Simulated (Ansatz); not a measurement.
Stepwise reaction of `C[O][Mg][O]C` with ammonia, as a gas-phase model of exchange steps in deposition or etching. ΔE in kJ/mol.

Gas-phase electronic energies from Ansatz, PBE0-D4/def2-TZVP geometries. CBS: MP2 limit from def2 TZ/QZ plus the TZ coupled-cluster correction, frozen cores. This one scheme is used for every species. DFT in def2-TZVPP. B3LYP here is the variant with VWN-RPA as its local correlation; programs differ in this. For Mg outer-core shells are correlated without core-valence functions, which leaves a few kJ/mol of doubt a bond. Each species was taken in one conformer, which may not be the lowest.

```tsv
step	reaction	PBE-D4	B3LYP-D4	ωB97M-V	CCSD(T)/CBS
2	`C[O][Mg][NH2]` + NH₃ → `[NH2][Mg][NH2]` + CH₃OH	58.0	62.9	59.8	62.7
```

(1) Give the row of step 1, `C[O][Mg][O]C` + NH₃ → `C[O][Mg][NH2]` + CH₃OH. (An estimate is asked.)

(2) By hand: ΔE of the 2 steps together at CCSD(T)/CBS.

Results:

(1) Ansatz gave: 
```csv
step,reaction,PBE-D4,B3LYP-D4,ωB97M-V,CCSD(T)/CBS
1,`C[O][Mg][O]C` + NH₃ → `C[O][Mg][NH2]` + CH₃OH,57.1,62.3,59.1,62.6
```

(2) (62.6) + (62.7) = 125.3 kJ/mol, or 62.7 kJ/mol a step.

In ΔE the steps differ by no more than 0.1 kJ/mol. All are uphill at CCSD(T)/CBS. PBE-D4 differs from CCSD(T)/CBS by -5.5 to -4.7 kJ/mol a step. Isolated molecules leave out the surface, adducts and barriers. Largest T1 diagnostic: 0.011.
